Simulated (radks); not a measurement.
Values are calculated unless marked as measured or tabulated.
Polarisability of the europium ion Eu2+, [Xe] 4f7, at imaginary frequency. Code: a radial shooting solver on a logarithmic mesh with Libxc functionals. Model: scalar-relativistic Kohn-Sham, PBE, spin-unpolarised, spherical densities, finite nucleus; Fermi nuclear charge, rms radius 5.1115 fm. Response by self-consistent Sternheimer equations with the Hartree and adiabatic LDA kernel, the relativistic mass of each level held fixed and spin-orbit coupling left out.

w (hartree),alpha1(iw) (bohr^3)
0.00266,10.96
0.0143,10.90
0.0360,10.62
0.0697,9.920
0.118,8.917
0.186,7.962
0.280,7.187
0.413,6.459
0.605,5.587
0.892,4.463
1.35,3.156
2.12,1.913
3.59,0.9662
6.94,0.3772
17.5,0.08738

Static values: alpha1 = 10.96 bohr^3 (1.624 angstrom^3; uncoupled 28.09). C6 = 55.74, triple-dipole C9 = 349.8 atomic units. One-pole (London) frequency 4 C6 / (3 alpha1^2) = 0.619 hartree, against 0.593 for minus the highest occupied eigenvalue.
